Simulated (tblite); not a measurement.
Run record: tight-binding relaxation, `C=C[P@](=[Se])(CC)C(=C)C`.

Computed with GFN2-xTB geometry optimisation, gas phase (tblite 0.8.0). Start geometry: from a force field or distance geometry. The command runs a driver script over a list of jobs; the input below is this job's line of settings and its coordinates in Å.

Command:
```bash
OMP_NUM_THREADS=1 python probes_run.py task.json out
```

Input:
```
{"job": {"kind": "relax", "xc": "GFN2-xTB", "basis": "xTB"}, "charge": 0, "multiplicity": 1}
C     -2.152000    -2.205300     0.885800
C     -0.872800    -1.978000     0.649300
P     -0.374100    -0.285400     0.381600
Se    -0.935500     1.135100     1.712300
C     -1.112900     0.391300    -1.142900
C     -0.919500     1.888700    -1.169800
C      1.375100    -0.126600     0.312400
C      2.230000    -1.142600     0.211300
C      1.965100     1.244000     0.392600
H     -2.813400    -1.345400     0.888400
H     -2.528100    -3.230400     1.065600
H     -0.147100    -2.797700     0.646000
H     -0.641900    -0.068500    -2.048200
H     -2.173300     0.151900    -1.199000
H      0.141300     2.056000    -1.487900
H     -1.054500     2.281000    -0.145200
H     -1.587400     2.371100    -1.916700
H      3.292500    -0.922000     0.179300
H      1.913900    -2.181400     0.150800
H      1.187100     1.977300     0.699900
H      2.795600     1.277200     1.127600
H      2.401700     1.528800    -0.594900
```

Q: What does the run print?

A: 
```
step      E/eV     max force
  0    -741.20896    3.738
  1    -741.55589    2.357
  2    -741.77117    1.264
  3    -741.88368    0.914
  4    -741.97480    0.770
  5    -742.03847    0.604
  6    -742.06783    0.426
  7    -742.09938    0.410
  8    -742.12706    0.403
  9    -742.14561    0.240
... (242 lines left out)
252    -742.35189    0.026
253    -742.35197    0.024
254    -742.35204    0.017
255    -742.35211    0.018
256    -742.35217    0.017
257    -742.35222    0.017
258    -742.35227    0.020
259    -742.35231    0.017
260    -742.35234    0.011
261    -742.35236    0.009
```

«max force» is the largest atomic force in eV/Å.

Q: From which step on does the largest force stay under 0.1 eV/Å, and how much energy is left to gain from there?

A: From step 219 (0.044 eV/Å), 8.2 meV above the end.

In short: energy lowered by 26.4 kcal/mol over 261 steps; largest atomic force 0.009 eV/Å at the end.

Q: Where do the atoms end?

A: 1.011 Å rms from the input after alignment:
```
atom  x, y, z in Å
C1    -1.7877   -2.1093    1.6010
C2    -0.9636   -1.7512    0.6324
P3    -0.5709    0.0008    0.3409
Se4   -1.4877    1.3399    1.6593
C5    -1.0674    0.2674   -1.4203
C6    -0.6344    1.6519   -1.8759
C7     1.2688    0.0515    0.3266
C8     1.9498   -0.7210   -0.5069
C9     1.8780    0.9927    1.3066
H10   -2.2434   -1.3618    2.2339
H11   -2.0410   -3.1378    1.8010
H12   -0.4788   -2.4676   -0.0181
H13   -0.6367   -0.5148   -2.0489
H14   -2.1577    0.1762   -1.4418
H15    0.4519    1.7322   -1.8748
H16   -1.0363    2.4062   -1.2005
H17   -0.9989    1.8589   -2.8798
H18    3.0281   -0.7098   -0.5285
H19    1.4704   -1.3915   -1.2009
H20    1.6178    0.6871    2.3207
H21    2.9604    1.0257    1.2074
H22    1.4691    1.9936    1.1650
```
Labels such as C1 count atoms from 1, the log's own numbers from 0.
